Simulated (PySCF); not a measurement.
C₄H₁₁In, SMILES C[CH2][In]([CH3])[CH3].

Geometry optimised at PBE0-D3(BJ)/def2-SVP. The isomer is the one that the SMILES or the coordinates give; other isomers of the formula were not compared. The def2 effective core potentials stand for the cores of In; spin–orbit coupling is left out. Other conformers were not sampled.

Computed with PySCF 2.14.0 with PBE0-D3(BJ)/def2-SVP.

Frequencies are harmonic and unscaled.

**Question.** Estimate the vibrational spectrum. (The exact figures need the calculation; the answer reports its results.)

**Answer.** 
| mode | ν (cm⁻¹) | IR (km/mol) | moving atoms (share of kinetic energy) |
|---|---|---|---|
| 1 | 5 | 0.0 | H 97 % |
| 2 | 13 | 0.1 | H 97 % |
| 3 | 32 | 0.1 | H 51 %, C 47 % |
| 4 | 75 | 1.7 | C 61 %, H 28 %, In 11 % |
| 5 | 111 | 2.2 | C 39 %, H 37 %, In 24 % |
| 6 | 113 | 5.3 | C 58 %, H 32 %, In 10 % |
| 7 | 220 | 0.5 | H 85 %, C 13 % |
| 8 | 235 | 7.7 | C 64 %, H 24 %, In 13 % |
| 9 | 460 | 4.8 | C 76 %, H 23 % |
| 10 | 489 | 44.6 | C 66 %, H 20 %, In 14 % |
| 11 | 500 | 40.7 | C 67 %, H 19 %, In 15 % |
| 12 | 569 | 1.2 | H 84 %, C 16 % |
| 13 | 615 | 0.4 | H 87 %, C 13 % |
| 14 | 666 | 34.4 | H 84 %, C 15 % |
| 15 | 685 | 67.4 | H 79 %, C 18 % |
| 16 | 733 | 93.3 | H 81 %, C 19 % |
| 17 | 926 | 2.4 | H 92 % |
| 18 | 960 | 9.6 | H 86 %, C 14 % |
| 19 | 1060 | 12.9 | C 74 %, H 26 % |
| 20 | 1175 | 4.6 | H 81 %, C 19 % |
| 21 | 1180 | 1.3 | H 82 %, C 18 % |
| 22 | 1191 | 4.6 | H 65 %, C 35 % |
| 23 | 1241 | 2.0 | H 76 %, C 24 % |
| 24 | 1393 | 7.0 | H 82 %, C 18 % |
| 25 | 1426 | 0.3 | H 95 % |
| 26 | 1427 | 0.6 | H 95 % |
| 27 | 1429 | 0.6 | H 94 % |
| 28 | 1434 | 1.1 | H 90 %, C 10 % |
| 29 | 1436 | 3.5 | H 95 % |
| 30 | 1468 | 2.2 | H 97 % |
| 31 | 1477 | 7.2 | H 97 % |
| 32 | 3031 | 58.0 | H 97 % |
| 33 | 3053 | 13.8 | H 95 % |
| 34 | 3055 | 13.9 | H 97 % |
| 35 | 3056 | 6.7 | H 97 % |
| 36 | 3101 | 3.9 | H 91 %, C 9 % |
| 37 | 3110 | 28.0 | H 91 %, C 9 % |
| 38 | 3132 | 29.1 | H 91 %, C 9 % |
| 39 | 3158 | 3.0 | H 91 %, C 9 % |
| 40 | 3158 | 10.1 | H 91 %, C 9 % |
| 41 | 3177 | 6.3 | H 90 %, C 10 % |
| 42 | 3178 | 6.7 | H 90 %, C 10 % |
